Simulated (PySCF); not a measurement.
## CaGa: from constants to spectrum

ROHF-MP2 constants of CaGa, ²Π (doublet), unpaired electrons π ↑ (PySCF, spin-free X2C with a Gaussian nucleus, basis sets Ca x2c-SVPall, Ga x2c-SVPall; masses 39.9626 and 68.9256 u):

```
ωe              : 105.8 cm⁻¹
ωexe            : 1.29 cm⁻¹
Be              : 0.062238 cm⁻¹
αe              : 0.000770 cm⁻¹
D (centrifugal) : 8.61e-08 cm⁻¹
De to Ca + Ga   : 0.306 eV
```

(1) Give the vibrational terms G(v) and spacings up to v = 3.

(2) How well does the Morse estimate ωe²/(4ωexe) reproduce De, and what is D0?

Correlated steps freeze 14 core orbitals. The bond is weak. Basis-set superposition, not corrected here, can be much of De in a small basis, most of all at correlated wavefunction levels. Spin–orbit coupling is left out. The state was picked by a PBE0 search and need not be the measured ground state.

Results:

(1) G(v) = ωe(v+½) − ωexe(v+½)².

| v | G(v) (cm⁻¹) | G(v) − G(v−1) | Bv (cm⁻¹) |
| --- | --- | --- | --- |
| 0 | 53 |  | 0.06185 |
| 1 | 156 | 103 | 0.06108 |
| 2 | 256 | 101 | 0.06031 |
| 3 | 354 | 98 | 0.05954 |

(2) It gives 0.269 eV, 88 % of the computed De. D0 = De − G(0) = 0.306 − 0.007 = 0.299 eV.
